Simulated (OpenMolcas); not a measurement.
Ionisation energies of bismuth

* Program: OpenMolcas
* Basis: ANO-R3 [9s8p6d3f2g1h]
* Scalar Hamiltonian: X2C, finite nucleus
* Spin-orbit coupling: RASSI with atomic mean-field integrals over the reference wave functions, term energies averaged over their components

Active shells in each charge state: the valence s, p shells, with orbitals averaged over the low states. Where CASPT2's correlated closed shells are named, they are those of the first ion.

A. CASSCF
B. SS-CASPT2, IPEA 0.25 Eh, imaginary shift 0.1 Eh (closed shells correlated: 5d)
C. SS-CASPT2, IPEA 0 Eh, imaginary shift 0.1 Eh (closed shells correlated: 5d)
D. SS-CASPT2, IPEA 0.25 Eh, imaginary shift 0.1 Eh (closed shells correlated: none)
E. SS-CASPT2, IPEA 0.25 Eh, imaginary shift 0.1 Eh (closed shells correlated: 4f 5s 5p 5d)

Energies in eV between the lowest computed levels, named as in B; reference values from the NIST Atomic Spectra Database with their kind.

| From | To | A | B | C | D | E | Spin-orbit share in B | Reference |
| --- | --- | --- | --- | --- | --- | --- | --- | --- |
| Bi+ 6s2 6p2 3P0 | Bi2+ 6s2 6p 2P* 1/2 | 15.628 | 16.357 | 16.436 | 16.035 | 16.393 | +0.512 | 16.703 (measured) |
| Bi2+ 6s2 6p 2P* 1/2 | Bi3+ 6s2 1S0 | 24.191 | 25.212 | 25.289 | 24.691 | 25.287 | +1.520 | 25.571 (measured) |
| Bi3+ 6s2 1S0 | Bi4+ 6s 2S 1/2 | 43.262 | 44.562 | 44.566 | 43.335 | 44.722 | +0.000 | 45.370 (measured) |
| Bi4+ 6s 2S 1/2 | Bi5+ 5d10 1S0 | 54.208 | 55.957 | 56.021 | 54.208 | 56.217 | +0.000 | 54.856 (measured) |

Steps that some method lacks are left out, and so are those with a state whose active s or d shell is doubly occupied in every root (s and p with five to eight electrons, d10) over a frozen core shell of the same l, since the two then mix freely.

Error against the reference values, in %:

| From | Reference | A | B | C | D | E |
| --- | --- | --- | --- | --- | --- | --- |
| Bi+ | measured | -6.4 | -2.1 | -1.6 | -4.0 | -1.9 |
| Bi2+ | measured | -5.4 | -1.4 | -1.1 | -3.4 | -1.1 |
| Bi3+ | measured | -4.6 | -1.8 | -1.8 | -4.5 | -1.4 |
| Bi4+ | measured | -1.2 | +2.0 | +2.1 | -1.2 | +2.5 |

Mean absolute error over the 4 measured values: A 1.30 eV, B 0.65 eV, C 0.63 eV, D 1.06 eV, E 0.65 eV.

* marks odd parity.
